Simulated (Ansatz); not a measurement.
CuSn₂⁻. Charge -1, multiplicity 3. Geometry PBE-D4/def2-TZVP, that of the neutral doublet; atoms count from 1.

Cartesian coordinates in Å:
```
Cu -1.109 0.933 -0.115
Sn 0.364 -0.529 1.395
Sn 0.746 -0.404 -1.280
```

In the def2 sets Sn takes a core potential; there is no spin–orbit coupling. The highest occupied level of the charge -1 triplet lies above zero (up to 0.46 eV). By energy differences its removal costs 0.96 eV (vertical, to the charge 0 doublet, at PBE0-D4/def2-TZVPD); a positive level beside a positive removal energy at the same level points to self-interaction error. At PBE0-D4/def2-TZVPD a singlet of charge -1 lies 0.94 eV below the triplet at the same geometry. The structure comes from a short search, and lower isomers may exist.

(1) Estimate the Mulliken populations from the PBE0/def2-TZVPD orbitals of Ansatz.

(2) Where does the spin sit?

(3) And the Mayer bond orders between bonded heavy atoms (over 0.3)?

Results:

(1) 
| atom | charge (e) | spin (α − β) | d electrons |
| --- | --- | --- | --- |
| Cu1 | -0.32 | 0.23 | 9.90 |
| Sn2 | -0.34 | 0.89 | – |
| Sn3 | -0.34 | 0.89 | – |
Mulliken values and Mayer orders depend strongly on the basis. With diffuse functions, as here, like atoms can get unlike values, and bond orders can come out too low or too high.

(2) Summed by element: Cu 0.23, Sn 1.77, of 2 unpaired in all. Largest on single atoms: Sn2 0.89, Sn3 0.89, Cu1 0.23.

(3) Cu1–Sn2 0.98 (2.57 Å); Cu1–Sn3 0.98 (2.57 Å); Sn2–Sn3 1.51 (2.71 Å).
